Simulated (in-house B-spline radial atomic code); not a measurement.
RPA and G0W0 on LDA VWN5: He+

Configuration 1s1, highest spin, mean-field start LDA VWN5. Computed with an all-electron radial atomic-structure program (B-spline basis): all electrons, scalar-relativistic (spin-free one-electron X2C), finite nucleus, each spin shell either full or empty, empty states to l = 9 with an (l + 1/2)⁻⁴ tail; G0W0 by contour deformation at full frequency.

With one electron the exact correlation energy is zero, so what RPA and GW give is self-correlation.

Command:
```bash
python run_gw.py task.json out
```
Settings (radii: box in bohr, nucleus in fm):
```
Z                        2
electrons                1
configuration            1s1
hamiltonian              x2c
method                   lda,vwn
lmax                     9
rms_radius               1.6755
spin_polarised           True
box_radius               23.78
intervals                74
ion_configuration        bare nucleus
```

Time taken, with all properties: 0.9 s on 1 thread of Arm Neoverse N1 (shared host).

Energies (hartree):

| term | value |
| --- | --- |
| mean-field total | -1.94180 |
| Hartree-Fock functional on these orbitals | -1.99890 |
| direct second order | -0.023465 |
| second-order exchange | 0.023465 |
| SOSEX correction | 0.022046 |

Q: What is the RPA correlation energy, and what remains with SOSEX?

A: RPA gives -0.022046 hartree (-0.6 eV per electron); RPA + SOSEX gives 0, and the second-order doubles 0 hartree (no singles). SOSEX takes back 100 % of the RPA value.

Quasi-particle levels (eV):

```json
{"level": "1s up", "occupied": "yes", "mean field": "-41.10", "Σx - vxc": "-13.29", "Σc": "?", "QP weight": "?", "G0W0": "?"}
{"level": "1s down", "occupied": "no", "mean field": "-22.657", "Σx - vxc": "0.00", "Σc": "-1.90", "QP weight": "0.979", "G0W0": "-24.555"}
```

G0W0 = mean field + (Σx - vxc) + Σc, with Σc (partial-wave tail included) taken at the quasi-particle energy.

Q: Where does G0W0 put 1s up?

A: At -53.73 eV, with Σc = 0.66 eV and a quasi-particle weight of 0.950. The tabulated removal energy is 54.418 eV (NIST, tabulated theory).

Q: What does it cost to remove one electron (to the bare nucleus) by differences of total energies, each species on its own start (correlation terms add to the Hartree-Fock functional)?

A: LDA VWN5 52.84 eV, Hartree-Fock functional 54.39 eV, + RPA 54.99 eV, + RPA + SOSEX 54.39 eV, + second order 54.39 eV. Tabulated: 54.418 eV (NIST, tabulated theory).
